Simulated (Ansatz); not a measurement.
Relaxation of the cluster Hg6Te3Br6 (charge 0, singlet) with RKS PBE-D4/def2-SVP in Ansatz.

Positions (Å) and forces (eV/Å) at steps 21, 22, 23, 24, 25, 26, 27, 28, 31, 32 of 32:

```xyz
15
step=21 energy=-467121.9552 eV
Hg    1.987   -3.058   -0.251    0.033   -0.008   -0.012
Hg   -1.981   -3.190   -0.692    0.035   -0.066    0.003
Hg   -2.992   -0.212    1.231    0.031    0.032    0.075
Hg    0.260    4.189   -1.077    0.039    0.019   -0.023
Hg   -0.083    0.214   -0.937    0.023    0.035   -0.048
Hg    1.319    2.078    2.045    0.028    0.010    0.002
Te   -3.485   -1.030   -1.279    0.043   -0.031    0.124
Te    0.438   -1.404    1.191   -0.011    0.008   -0.029
Te   -0.990    2.877    0.931    0.011    0.000   -0.021
Br    3.574   -4.430   -1.553   -0.019    0.012    0.012
Br   -2.357    0.527    3.548   -0.041   -0.055   -0.157
Br    1.392    5.676   -2.704   -0.032   -0.042    0.037
Br   -0.623   -5.285   -0.405   -0.078    0.124   -0.035
Br    3.507    1.487    3.029   -0.050    0.011    0.004
Br    0.033    1.562   -3.079   -0.011   -0.048    0.069
15
step=22 energy=-467121.9657 eV
Hg    2.011   -3.057   -0.241   -0.020    0.016    0.007
Hg   -2.020   -3.142   -0.723    0.055   -0.085   -0.012
Hg   -2.952   -0.207    1.281    0.039    0.043    0.097
Hg    0.261    4.168   -1.119    0.047    0.047   -0.059
Hg   -0.056    0.204   -0.932    0.016   -0.004   -0.006
Hg    1.256    2.098    2.073    0.057   -0.008    0.036
Te   -3.578   -0.997   -1.201    0.050   -0.044    0.099
Te    0.440   -1.417    1.194    0.001    0.010   -0.034
Te   -1.018    2.892    0.888    0.012   -0.011   -0.015
Br    3.617   -4.427   -1.515    0.015   -0.015   -0.014
Br   -2.177    0.493    3.572   -0.059   -0.041   -0.142
Br    1.407    5.623   -2.768   -0.038   -0.055    0.056
Br   -0.625   -5.229   -0.562   -0.088    0.141   -0.022
Br    3.402    1.492    3.143   -0.077    0.022   -0.016
Br    0.032    1.507   -3.091   -0.009   -0.015    0.027
15
step=23 energy=-467121.9762 eV
Hg    2.029   -3.070   -0.266   -0.042    0.038    0.047
Hg   -2.043   -3.097   -0.761    0.046   -0.059    0.018
Hg   -2.925   -0.176    1.352    0.071    0.000    0.082
Hg    0.265    4.143   -1.170    0.064    0.047   -0.069
Hg   -0.019    0.182   -0.942    0.002   -0.026    0.049
Hg    1.186    2.119    2.129    0.077   -0.017    0.038
Te   -3.670   -0.975   -1.089    0.048   -0.058    0.044
Te    0.464   -1.432    1.181   -0.007    0.013   -0.039
Te   -1.035    2.893    0.833    0.008   -0.018    0.018
Br    3.661   -4.436   -1.502    0.044   -0.043   -0.049
Br   -2.032    0.490    3.608   -0.058   -0.016   -0.102
Br    1.431    5.561   -2.836   -0.038   -0.050    0.057
Br   -0.610   -5.167   -0.723   -0.094    0.140   -0.022
Br    3.284    1.511    3.297   -0.115    0.034   -0.037
Br    0.013    1.454   -3.110   -0.007    0.017   -0.035
15
step=24 energy=-467121.9835 eV
Hg    2.050   -3.089   -0.282   -0.053    0.030    0.000
Hg   -2.052   -3.043   -0.736    0.031   -0.090   -0.069
Hg   -2.848   -0.198    1.403   -0.052    0.057    0.039
Hg    0.300    4.098   -1.202   -0.005    0.051   -0.054
Hg   -0.006    0.178   -0.966   -0.004   -0.021    0.024
Hg    1.123    2.146    2.169    0.058   -0.033    0.073
Te   -3.743   -0.965   -0.995    0.075   -0.060    0.074
Te    0.477   -1.440    1.143    0.043    0.005    0.049
Te   -1.058    2.888    0.788    0.076   -0.023    0.005
Br    3.687   -4.452   -1.517    0.044   -0.039   -0.032
Br   -1.931    0.509    3.632   -0.014   -0.019   -0.028
Br    1.462    5.500   -2.877    0.002   -0.031    0.033
Br   -0.601   -5.096   -0.858   -0.069    0.099    0.009
Br    3.161    1.543    3.445   -0.126    0.041   -0.067
Br   -0.020    1.419   -3.146   -0.005    0.033   -0.055
15
step=25 energy=-467121.9959 eV
Hg    2.061   -3.100   -0.328   -0.005    0.046    0.022
Hg   -2.064   -3.051   -0.769    0.064   -0.056    0.014
Hg   -2.860   -0.164    1.499    0.041   -0.061   -0.055
Hg    0.318    4.091   -1.262    0.015   -0.029    0.032
Hg    0.012    0.169   -0.994   -0.004   -0.014    0.047
Hg    1.050    2.148    2.230    0.076    0.010    0.018
Te   -3.780   -0.990   -0.868    0.017   -0.006    0.019
Te    0.564   -1.403    1.129   -0.044   -0.044   -0.022
Te   -1.048    2.882    0.725   -0.014   -0.017    0.002
Br    3.701   -4.476   -1.554    0.000   -0.027   -0.023
Br   -1.877    0.538    3.690    0.010    0.022    0.026
Br    1.530    5.458   -2.919    0.014    0.009   -0.013
Br   -0.589   -5.075   -0.985   -0.062    0.120    0.016
Br    3.037    1.579    3.591   -0.092    0.024   -0.030
Br   -0.056    1.395   -3.185   -0.015    0.023   -0.053
15
step=26 energy=-467121.9998 eV
Hg    2.063   -3.075   -0.386    0.014   -0.041    0.042
Hg   -2.039   -3.029   -0.793    0.028   -0.015    0.076
Hg   -2.800   -0.172    1.563    0.014   -0.061   -0.019
Hg    0.355    4.066   -1.285   -0.011   -0.032    0.005
Hg   -0.006    0.154   -1.021   -0.023    0.022    0.029
Hg    0.998    2.196    2.250    0.020   -0.032    0.050
Te   -3.786   -0.995   -0.776   -0.038   -0.003   -0.048
Te    0.529   -1.433    1.097    0.084    0.039   -0.032
Te   -1.064    2.866    0.668    0.035    0.021   -0.001
Br    3.671   -4.514   -1.592   -0.002    0.037   -0.011
Br   -1.790    0.549    3.737    0.003    0.016    0.007
Br    1.612    5.408   -2.930    0.015    0.002    0.001
Br   -0.524   -5.014   -1.032   -0.080    0.011   -0.040
Br    2.900    1.623    3.723   -0.063    0.032   -0.052
Br   -0.120    1.371   -3.222    0.005    0.004   -0.008
15
step=27 energy=-467122.0100 eV
Hg    2.098   -3.084   -0.399   -0.005   -0.035   -0.015
Hg   -2.062   -3.010   -0.759    0.040   -0.048   -0.012
Hg   -2.771   -0.212    1.605   -0.036   -0.011   -0.068
Hg    0.382    4.034   -1.319   -0.004   -0.012    0.018
Hg    0.008    0.174   -1.031   -0.022   -0.003    0.017
Hg    0.938    2.219    2.286    0.056   -0.023    0.057
Te   -3.850   -1.008   -0.707    0.058   -0.028    0.049
Te    0.587   -1.413    1.075    0.034    0.013   -0.010
Te   -1.075    2.870    0.627    0.039   -0.016    0.008
Br    3.693   -4.514   -1.634   -0.024    0.036    0.014
Br   -1.723    0.551    3.748    0.006   -0.005    0.022
Br    1.680    5.355   -2.948    0.017    0.002   -0.004
Br   -0.557   -4.990   -1.120   -0.064    0.084    0.014
Br    2.801    1.668    3.824   -0.096    0.042   -0.085
Br   -0.150    1.359   -3.248    0.002    0.004   -0.005
15
step=28 energy=-467122.0140 eV
Hg    2.086   -3.088   -0.405    0.022   -0.014   -0.032
Hg   -2.050   -3.020   -0.741    0.031   -0.044   -0.017
Hg   -2.775   -0.223    1.606   -0.006    0.003   -0.010
Hg    0.400    4.026   -1.316    0.004   -0.002    0.004
Hg   -0.014    0.183   -1.033   -0.002   -0.008    0.006
Hg    0.928    2.222    2.285    0.037   -0.009    0.040
Te   -3.836   -1.025   -0.703   -0.004    0.005    0.002
Te    0.606   -1.394    1.072    0.002   -0.006   -0.007
Te   -1.074    2.866    0.619   -0.005   -0.007    0.000
Br    3.679   -4.503   -1.662   -0.032    0.028    0.020
Br   -1.739    0.543    3.754    0.012    0.004    0.015
Br    1.718    5.344   -2.932    0.012   -0.002    0.001
Br   -0.558   -4.998   -1.112   -0.021    0.035    0.014
Br    2.791    1.698    3.821   -0.046    0.021   -0.037
Br   -0.162    1.370   -3.253   -0.004   -0.004    0.000
15
step=31 energy=-467122.0201 eV
Hg    2.090   -3.037   -0.504   -0.016    0.016    0.014
Hg   -2.047   -3.045   -0.726   -0.031    0.038    0.009
Hg   -2.736   -0.259    1.651    0.009    0.008    0.026
Hg    0.482    3.949   -1.326    0.016    0.015   -0.018
Hg   -0.070    0.185   -1.035    0.011   -0.017   -0.003
Hg    0.830    2.299    2.331   -0.037    0.010   -0.030
Te   -3.830   -1.047   -0.649    0.009   -0.004    0.000
Te    0.650   -1.380    1.050   -0.002    0.005   -0.013
Te   -1.109    2.857    0.558    0.012    0.011    0.015
Br    3.635   -4.423   -1.837    0.011   -0.008   -0.016
Br   -1.677    0.503    3.794   -0.013   -0.005   -0.028
Br    1.955    5.185   -2.877   -0.020   -0.025    0.026
Br   -0.554   -5.009   -1.090    0.027   -0.038   -0.006
Br    2.652    1.884    3.934    0.022   -0.004    0.017
Br   -0.271    1.339   -3.275    0.001   -0.002    0.010
15
step=32 energy=-467122.0211 eV
Hg    2.086   -3.021   -0.534   -0.006    0.002    0.004
Hg   -2.042   -3.059   -0.715   -0.020    0.027    0.008
Hg   -2.731   -0.267    1.662    0.011    0.010    0.014
Hg    0.497    3.923   -1.321    0.020    0.019   -0.015
Hg   -0.075    0.182   -1.035    0.001   -0.006   -0.005
Hg    0.801    2.324    2.342   -0.023    0.010   -0.023
Te   -3.818   -1.055   -0.641    0.002   -0.006   -0.003
Te    0.659   -1.379    1.045   -0.002    0.006   -0.006
Te   -1.129    2.862    0.553    0.018    0.010    0.001
Br    3.617   -4.388   -1.906    0.005   -0.002   -0.007
Br   -1.676    0.506    3.802   -0.011   -0.009   -0.015
Br    2.025    5.118   -2.851   -0.028   -0.023    0.028
Br   -0.551   -5.026   -1.075    0.020   -0.024   -0.003
Br    2.626    1.941    3.950    0.013   -0.007    0.011
Br   -0.289    1.337   -3.275    0.000   -0.007    0.010
```

In the def2 sets Hg, Te take a core potential; there is no spin–orbit coupling. Single mean-field runs in def2-SVP are fitted with def2-universal-jkfit. Another isomer (singlet) lies 0.51 eV lower at PBE0-D4/def2-TZVP; other spin states weren't run for this one.
